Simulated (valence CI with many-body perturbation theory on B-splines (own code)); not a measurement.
Results of a calculation; reference values are marked as such.
# V16+ in three bases

Method: valence CI with perturbative core correlation (CI+MBPT): five valence electrons over a frozen Dirac-Fock core [He], a basis of 9 s, 9 p, 8 d, 6 f, 3 g, 1 h functions for each j, with the one-electron correlation potential Σ1, the two-electron term Σ2, the three-electron term Σ3, Breit, model QED; selected CI, second order for the rest, scaled by the run's own slope (own B-spline code, finite nucleus).

No measured spectrum was set against this ion. As an estimate, levels of excited configurations hold to 0.05 to 0.15 % of their energy, terms of the ground configuration to about 0.5 %. Among the levels kept, up to 3500 cm⁻¹ of a level comes from second order outside the variational space, and about a tenth of that is noise between levels of different J, which matters for small intervals.

The reference run has the lowest level 2s2 2p3 4S°_3/2 and an ionisation energy of 1164.55 eV. Its largest variational space holds 27222 state functions.

Changed runs:
A. basis 6 s, 6 p, 5 d, 3 f, 1 g
B. basis 5 s, 5 p, 4 d, 2 f

Excitation energies of the reference run in cm⁻¹, and shifts in cm⁻¹:

| Level | Reference | A | B |
| --- | --- | --- | --- |
| 2s2 2p3 2D°_3/2 | 121271 | +238 | +731 |
| 2s2 2p3 2D°_5/2 | 140578 | +256 | +744 |
| 2s2 2p3 2P°_1/2 | 211869 | +271 | +850 |
| 2s2 2p3 2P°_3/2 | 240933 | +255 | +798 |
| 2s 2p4 4P_5/2 | 627699 | +86 | +250 |
| 2s 2p4 4P_3/2 | 666333 | +72 | +230 |
| 2s 2p4 4P_1/2 | 681759 | +65 | +234 |
| 2s 2p4 2D_3/2 | 867463 | +343 | +1060 |
| 2s 2p4 2D_5/2 | 873424 | +354 | +1063 |
| 2s 2p4 2S_1/2 | 1000690 | +403 | +1309 |
| 2s 2p4 2P_3/2 | 1039570 | +389 | +1218 |
| 2s 2p4 2P_1/2 | 1094130 | +371 | +1214 |
| Ionisation energy (eV) | 1164.55 | -0.021 | -0.07 |
